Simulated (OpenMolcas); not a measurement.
Multiconfigurational calculation on F2+

Input:

```
&GATEWAY
Coord
1

F 0.0 0.0 0.0
Basis=ANO-RCC-MB
Group=XYZ
NoMove
AngMom=0.0 0.0 0.0
AMFI
&SEWARD
&RASSCF
FileOrb=start.orb
Symmetry=2
Spin=4
nActEl=5 0 0
Inactive=1 0
Ras2=1 3
CIRoot=1 1 1
SDav=1
CIMx=300
Iter=120 100
PrWF=0.3
OrbListing=Nothing
MaxOrb=0
Atom
>>> COPY $Project.JobIph JOB001
&RASSCF
FileOrb=start.orb
Symmetry=2
Spin=2
nActEl=5 0 0
Inactive=1 0
Ras2=1 3
CIRoot=8 8 1
SDav=11
CIMx=300
Iter=120 100
PrWF=0.3
OrbListing=Nothing
MaxOrb=0
Atom
>>> COPY $Project.JobIph JOB002
&RASSCF
FileOrb=start.orb
Symmetry=1
Spin=4
nActEl=5 0 0
Inactive=1 0
Ras2=1 3
CIRoot=3 3 1
SDav=3
CIMx=300
Iter=120 100
PrWF=0.3
OrbListing=Nothing
MaxOrb=0
Atom
>>> COPY $Project.JobIph JOB003
&RASSCF
FileOrb=start.orb
Symmetry=1
Spin=2
nActEl=5 0 0
Inactive=1 0
Ras2=1 3
CIRoot=9 9 1
SDav=9
CIMx=300
Iter=120 100
PrWF=0.3
OrbListing=Nothing
MaxOrb=0
Atom
>>> COPY $Project.JobIph JOB004
&RASSI
NrOfJobIphs=4 1 8 3 9
1
1 2 3 4 5 6 7 8
1 2 3
1 2 3 4 5 6 7 8 9
IphNames
JOB001
JOB002
JOB003
JOB004
EJob
SpinOrbit
DIPRint=1.0
SOCoupling=1000.0
Subsets=2
MEES
Property=10
'ANGMOM' 1 'ANGMOM' 2 'ANGMOM' 3 'MLTPL  1' 1 'MLTPL  1' 2 'MLTPL  1' 3
'AMFI' 1 'AMFI' 2 'AMFI' 3 'MLTPL  2' 6
SOProperty=3
'ANGMOM' 1 'ANGMOM' 2 'ANGMOM' 3
```

Launched by
```bash
OMP_NUM_THREADS=1 MOLCAS_MEM=1689 MOLCAS_PROJECT=a pymolcas a.inp > a.log  # once for each step of the input, in one work folder
```

A driver script runs the steps one by one and writes start.orb anew before each from the orbitals found so far.

Output, cut to the results:

```
--- SEWARD ---
Basis set label: F.ANO-RCC...2S1P.

      Electronic valence basis set:
      ------------------
      Associated Effective Charge   9.000000 au
      Associated Actual Charge      9.000000 au
      Nuclear Model: Point charge

      Shell  nPrim  nBasis  Cartesian Spherical Contaminant
         s      14       2        X
         p       9       1        X
                  Relativistic Douglas-Kroll-Hess integrals:
                    - DKH order of Hamiltonian: 2
                    - DKH order of Properties : 0
                  Atomic mean-field integrals
--- RASSCF ---
Wave function specifications:
      -----------------------------

      Number of closed shell electrons           2
      Number of electrons in active shells       5
      Max number of holes in RAS1 space          0
      Max nr of electrons in RAS3 space          0
      Number of inactive orbitals                1
      Number of active orbitals                  4
      Number of secondary orbitals               0
      Spin quantum number                      1.5
      State symmetry                             2
Orbital specifications:
      -----------------------

      Symmetry species                           1   2
                                                ag  au
      Frozen orbitals                            0   0
      Inactive orbitals                          1   0
      Active orbitals                            1   3
      RAS1 orbitals                              0   0
      RAS2 orbitals                              1   3
      RAS3 orbitals                              0   0
      Secondary orbitals                         0   0
      Deleted orbitals                           0   0
      Number of basis functions                  2   3
      Number of CSFs                             1
      Number of root(s) required                 1
      Iter CI   SX   CI       RASSCF       Energy    max ROT     max BLB   max BLB  Level Ln srch  Step   QN
          iter iter root      energy       change     param      element    value   shift minimum  type update
 Nr of preliminary CI iterations:   1
 ###############################################################################
 ###############################################################################
 ###                                                                         ###
 ###                                                                         ###
 ###    WARNING: Problems in orbital optimization.                           ###
 ###                                                                         ###
 ###                                                                         ###
 ###############################################################################
 ###############################################################################
  Warning: In symmetry  1, orbital p=   2 has diagonal density matrix element D(p,p) close to two. (2 - D(p,p))=  0.000000E+00
        1   1    1    1   -97.30712463    0.00E+00   0.00E+00    1   2 1  5.55E-17   0.50   0.00    SX    NO
        ...
 ###############################################################################
 ###############################################################################
  Warning: In symmetry  1, orbital p=   2 has diagonal density matrix element D(p,p) close to two. (2 - D(p,p))=  0.000000E+00
        4   1    1    1   -97.30712463    0.00E+00   0.00E+00    3   3 2  0.00E+00   0.50   0.00    SX    NO
      Convergence after  4 iterations
        5   1    1    1   -97.30712463    0.00E+00   0.00E+00    3   3 2  0.00E+00   0.50   0.00    SX    NO
      Natural orbitals and occupation numbers for root  1
      sym 1:   2.000000
      sym 2:   1.000000   1.000000   1.000000
::    RASSCF root number  1 Total energy:    -97.30712463
--- RASSCF ---
Wave function specifications:
      -----------------------------

      Number of closed shell electrons           2
      Number of electrons in active shells       5
      Max number of holes in RAS1 space          0
      Max nr of electrons in RAS3 space          0
      Number of inactive orbitals                1
      Number of active orbitals                  4
      Number of secondary orbitals               0
      Spin quantum number                      0.5
      State symmetry                             2
Orbital specifications:
      -----------------------

...
--- RASSI ---
SPIN-FREE ENERGIES:
  (Shifted by EMIN (a.u.) =        -97.3071246336)

 SF State       Relative EMIN(au)   Rel lowest level(eV)    D:o, cm**(-1)      L_eff

     1             0.0000000000        0.0000000000              0.0000         0.0
     2             0.1343076892        3.6546984056          29477.1306         2.0
     3             0.1343076892        3.6546984056          29477.1306         2.0
     4             0.1343076892        3.6546984056          29477.1306         2.0
     5             0.1343076892        3.6546984056          29477.1306         2.0
     6             0.1343076892        3.6546984056          29477.1306         2.0
     7             0.1878169949        5.1107607930          41221.0657         1.0
     8             0.1878169949        5.1107607930          41221.0657         1.0
     9             0.1878169949        5.1107607930          41221.0657         1.0
    10             0.7336860010       19.9646131571         161025.4646         1.0
    11             0.7336860010       19.9646131571         161025.4646         1.0
    12             0.7336860010       19.9646131571         161025.4646         1.0
    13             0.9998334286       27.2068536080         219438.0732         2.0
    14             0.9998334286       27.2068536080         219438.0732         2.0
    15             0.9998334286       27.2068536080         219438.0732         2.0
    16             0.9998334286       27.2068536080         219438.0732         2.0
    17             0.9998334286       27.2068536080         219438.0732         2.0
    18             1.1341411178       30.8615520137         248915.2037         0.0
    19             1.2631192724       34.3712263957         277222.6367         1.0
    20             1.2631192724       34.3712263957         277222.6367         1.0
    21             1.2631192724       34.3712263957         277222.6367         1.0
     Dipole printing threshold changed to   1.00000000E+00

...
```

Levels above the lowest, from the spin-orbit matrix, grouped by J:

| Configuration | Term | J | E (cm-1) | Measured (cm-1) | g | Term weight % |
| --- | --- | --- | --- | --- | --- | --- |
| 2s2 2p3 | 4S* | 3/2 | 0.0 | 0.0 | 2.002 | 100 |
| 2s2 2p3 | 2D* | 3/2 | 29471 |  | 0.800 | 100 |
| 2s2 2p3 | 2D* | 5/2 | 29479 |  | 1.200 | 100 |
| 2s2 2p3 | 2P* | 1/2 | 41228 |  | 0.666 | 100 |
| 2s2 2p3 | 2P* | 3/2 | 41229 |  | 1.334 | 100 |
| 2s 2p4 | 4P | 5/2 | 160892 | 151898 | 1.601 | 100 |
| 2s 2p4 | 4P | 3/2 | 161117 | 152235 | 1.735 | 100 |
| 2s 2p4 | 4P | 1/2 | 161250 | 152410 | 2.671 | 100 |
| 2s 2p4 | 2D | 3/2 | 219439 | 210256 | 0.800 | 100 |
| 2s 2p4 | 2D | 5/2 | 219440 | 210240 | 1.200 | 100 |
| 2s 2p4 | 2S | 1/2 | 248916 | 248260 | 2.002 | 100 |
| 2s 2p4 | 2P | 3/2 | 277135 | 266559 | 1.334 | 100 |
| 2s 2p4 | 2P | 1/2 | 277406 | 266943 | 0.666 | 100 |

Against the 8 measured excited levels shown (Moore, Atomic Energy Levels, vol. I, NSRDS-NBS 35 (1971 reprint of NBS Circular 467, 1949)) the mean absolute deviation is 8300 cm-1; the largest miss in energy is 2s 2p4 2P 3/2: computed 277135, measured 266559 cm-1 (+4.0 %), and the largest in proportion 2s 2p4 4P 5/2 (+5.9 %).

Measured partners are found by configuration, term and J. A level has none where our copy of the source lacks it or the pairing is in doubt (some pairs that miss far off the trend of their configuration count as doubtful), and it then counts in no deviation. Only configurations of the active space appear. The first state left out of the spin-orbit step lies near 430000 cm-1 above the lowest spin-free state of the reference (among the parities and spins computed), and the list stops at four fifths of that energy or lower.

The term weight is that of the spin-free term in the level, not the purity of its configuration. * marks odd parity.
